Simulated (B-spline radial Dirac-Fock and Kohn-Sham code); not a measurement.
## Form factor and incoherent scattering function of Mn²⁺

System: Mn²⁺ in the configuration 1s2 2s2 2p6 3s2 3p6 3d4 4p1 (an excited configuration).

The run's input, task.json:

```json
{"items": [{
  "Z": 25,
  "q": 2,
  "cfg": [[1, 0, 2], [2, 0, 2], [2, 1, 6], [3, 0, 2], [3, 1, 6], [3, 2, 4], [4, 1, 1]],
  "A": 55,
  "rrms": 3.7057,
  "do": ["scatter"],
  "s": [0.0, 0.05, 0.1, 0.15, 0.2, 0.25, 0.3, 0.35, 0.4, 0.45, 0.5, 0.6, 0.7, 0.8, 0.9, 1.0, 1.1, 1.2, 1.4, 1.6, 1.8, 2.0, 2.5, 3.0, 3.5, 4.0, 5.0, 6.0],
  "pz": [0, 0.1, 0.2, 0.3, 0.4, 0.5, 0.6, 0.8, 1.0, 1.2, 1.4, 1.6, 1.8, 2.0, 2.5, 3.0, 4.0, 5.0, 7.0, 10.0, 15.0, 20.0, 30.0, 40.0, 60.0, 100.0],
  "hv_scatter": [2000, 8047.8, 10000, 17479.3, 20000, 30000, 50000, 200000]
}]}
```

Launch: `python xray_run.py task.json out`

Model: configuration-average Dirac-Fock orbitals. Program: a radial atomic solver. f₀ is the Fourier transform of the spherical electron density, S the Waller-Hartree incoherent function, and s = sin θ/λ.

```csv
s (Å⁻¹),f₀,S
0,23.000,0.000
0.05,22.583,0.577
0.1,21.512,1.778
0.15,20.130,3.017
0.2,18.663,4.255
0.25,17.188,5.512
0.3,15.737,6.731
0.35,14.345,7.873
0.4,13.052,8.926
0.45,11.889,9.889
0.5,10.871,10.765
0.6,9.266,12.272
0.7,8.148,13.490
0.8,7.373,14.469
0.9,6.809,15.268
1,6.361,15.941
1.1,5.965,16.529
1.2,5.590,17.057
1.4,4.856,17.980
1.6,4.151,18.754
1.8,3.512,19.392
2,2.969,19.907
2.5,2.040,20.788
3,1.564,21.317
3.5,1.319,21.680
4,1.171,21.958
5,0.955,22.363
6,0.769,22.622
```

f₀ starts at the number of electrons, 23, and has fallen to half at s ≈ 0.47 Å⁻¹. The sum of ⟨r²⟩ over the electrons is 23.65 bohr².

Values without a named source are computed, but for edge energies of neutral atoms, which are taken from tables.
